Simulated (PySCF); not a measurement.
Static response to an electric field

Compound: C4H3F4NO.
Geometry (PBE0-D3(BJ)/def2-SVP, Å), atoms numbered from 1 in this order:
```
atom  x, y, z in Å
C1     2.6298    0.2524   -0.4160
N2     1.3940    0.3832   -0.1507
C3     0.7718   -0.5849    0.6098
C4    -0.5328   -0.4854    0.8994
F5    -1.1666   -1.4006    1.6038
O6    -1.3060    0.5648    0.5680
C7    -2.1569    0.4562   -0.4950
F8    -2.5619    1.6677   -0.7979
F9    -3.2135   -0.2888   -0.1950
F10   -1.5596   -0.0889   -1.5416
H11    3.2422   -0.6014   -0.0665
H12    3.1310    1.0168   -1.0232
H13    1.3154   -1.4580    0.9983
```

Level: B3LYP/def2-SVPD (PySCF), static field, nuclei fixed, core orbitals frozen in the response. The polarisability tensor in these axes (au):

```
x   102.28   1.30 -10.63
y     1.30  56.44  -8.67
z   -10.63  -8.67  54.45
```

Question: What are the eigenvalues, a third of the trace, and Δα (Δα² = ½Σ(αi − αj)² over the three pairs)?

Answer: Principal values 45.77, 62.66 and 104.73 au; mean 71.06 au = 10.53 Å³ = 11.72 × 10⁻⁴⁰ C²·m²/J; Δα = 52.59 au (74 % of the mean).

Question: What is the dipole moment, and where does it point?

Answer: (2.68, -1.03, 0.15) D, 2.88 D in size, pointing from the negative to the positive side. Measured along this direction, the outermost atoms are F8 at the negative end and H11 at the positive end.

Question: Give the principal axes and the span of the nuclei along them.

Answer: Largest value along (0.97, 0.07, -0.22), where the nuclei span 6.44 Å; middle along (-0.18, 0.79, -0.59), 4.23 Å; least along (0.13, 0.62, 0.78), 2.08 Å. The response follows the extents in order.

Question: In TDDFT the mean static polarisability is Σ f/ω² over all singlet excitations (ω in hartree). How much of it do the 6 lowest give? Their energies (eV) and oscillator strengths: 4.49, 0.0008; 5.52, 0.5024; 6.79, 0.0011; 6.96, 0.0007; 7.16, 0.1270; 7.24, 0.0509.

Answer: They add up to 14.80 au, 20.8 % of the 71.06 au; the largest single term is 12.19 au, from the state at 5.52 eV. Terms in order: 0.03, 12.19, 0.02, 0.01, 1.83, 0.72 au. Higher excitations give the rest. The strengths listed sum to 0.683.

Question: What depolarisation ratio follows for Rayleigh scattering of linearly polarised light, taking the static tensor?

Answer: ρ = 3Δα²/(45ᾱ² + 4Δα²) = 8296.7/(227199 + 11062.3) = 0.0348.

Question: Find the Langevin capture rate constant for O2+ (31.990 u) meeting this molecule (157.015 u), k = 2.342 × 10⁻⁹ cm³/s × √(α in Å³ / reduced mass in u).

Answer: The reduced mass is 26.58 u, so k = 1.47 × 10⁻⁹ cm³/s. The formula leaves out the permanent dipole, which adds to the capture rate.

Geometry: PBE0-D3(BJ)/def2-SVP, one conformer, isolated molecule.

The run behind these numbers computed excited states as well. Cost: about 2.6 min of CPU time on one thread; the machine was shared, so the figure is rough.
